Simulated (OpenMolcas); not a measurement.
**GaCl (SMILES [Cl][Ga]): methods side by side**

The species is GaCl (2 atoms), meant as a singlet with charge 0. SMILES: `[Cl][Ga]`. Geometry: relaxed at PBE0-D4/def2-TZVP.

```
atom   x (Å)   y (Å)    z (Å)
  Cl  0.0000  0.0000  -0.0236
  Ga  0.0000  0.0000   2.1922
```

Quantity: the energy change with the Cl1–Ga2 bond stretched from 2.216 to 3.988 Å, in eV. The values are calculated.

| level | kind | program | value (eV) | less CCSD(T)/cc-pVTZ | CPU time (all runs) |
| --- | --- | --- | --- | --- | --- |
| SVWN5/cc-pVTZ (restricted) | LDA | OpenMolcas | 3.15 | -0.17 | 21 s |
| M06-L/cc-pVTZ (restricted) | meta-GGA | OpenMolcas | 2.88 | -0.44 | 36 s |
| r2SCAN/cc-pVTZ (restricted) | meta-GGA | OpenMolcas | 3.07 | -0.25 | 33 s |
| BHLYP/cc-pVTZ (restricted) | global hybrid | OpenMolcas | 3.04 | -0.28 | 26 s |
| M06-2X/cc-pVTZ (restricted) | hybrid meta-GGA | OpenMolcas | 3.06 | -0.26 | 36 s |
| B2PLYP/cc-pVTZ (restricted) | double hybrid | OpenMolcas | 3.05 | -0.27 | 23 s |
| MP2/cc-pVTZ (restricted) | perturbation theory | OpenMolcas | 3.38 | +0.06 | 7.8 s |
| CCSD(T)/cc-pVTZ (restricted) | coupled cluster or CI | OpenMolcas | 3.32 | 0.00 | 46 s |

CCSD(T)/cc-pVTZ (restricted) is the highest level here, not the true value. At this stretch a single reference begins to fail. All-electron rows without a relativistic Hamiltonian named are non-relativistic. The first shape isn't each level's own minimum. The values span 2.88 to 3.38 eV. In the correlated wave-function rows the outer d shell of Ga is correlated, in sets not made for it. CPU times are rough (shared hosts, several kinds of processor): they show what a rung costs within a factor of a few.
